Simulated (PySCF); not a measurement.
## Fractional electron number in Si²⁺ (silicon, charge +2)

The 3s beta orbital of [Ne] 3s2 is emptied in steps (occupation f), with all orbitals relaxed, ending at [Ne] 3s1. Calculation: PySCF 2.14, in aug-cc-pVTZ-DK (6s5p3d2f, 50 functions); scalar relativity by spin-free X2C-1e. The exact energy is a straight line in f; departures are measured from the line between the end points of the same method.

```csv
f,UHF (eV),LDA (eV),PBE (eV),PBE0 (eV),BHandHLYP (eV),CAM-B3LYP (eV)
1,0.000,0.000,0.000,0.000,0.000,0.000
0.9,0.018,-0.443,-0.443,-0.326,-0.234,-0.219
0.7,0.041,-1.028,-1.033,-0.759,-0.551,-0.514
0.5,0.047,-1.214,-1.229,-0.901,-0.666,-0.620
0.3,0.039,-1.008,-1.031,-0.754,-0.573,-0.532
0.1,0.016,-0.425,-0.433,-0.315,-0.255,-0.236
0,0.000,0.000,0.000,0.000,0.000,0.000
```

```
   method  E(f=0) − E(f=1) (eV)  −ε at f=1 (eV)  −ε at f=0.5 (eV)
      UHF                32.023          32.227            32.017
      LDA                33.587          28.652            33.647
      PBE                33.448          28.524            33.451
     PBE0                33.310          29.683            33.324
BHandHLYP                33.357          30.771            33.293
CAM-B3LYP                33.617          31.194            33.569
```

Orbital energy along the path (eV):

```
  f      UHF      LDA      PBE     PBE0  BHandHLYP  CAM-B3LYP
  1  -32.227  -28.652  -28.524  -29.683    -30.771    -31.194
0.9  -32.181  -29.658  -29.512  -30.416    -31.270    -31.666
0.7  -32.095  -31.664  -31.484  -31.876    -32.273    -32.613
0.5  -32.017  -33.647  -33.451  -33.324    -33.293    -33.569
0.3  -31.944  -35.576  -35.430  -34.771    -34.362    -34.558
0.1  -31.877  -37.415  -37.439  -36.229    -35.572    -35.663
  0  -31.845  -38.161  -37.623  -36.273    -36.178    -36.287
```

Reference removal energy between the ground levels: 33.493 eV (measured; NIST Atomic Spectra Database, ionization energies). UHF lacks correlation.
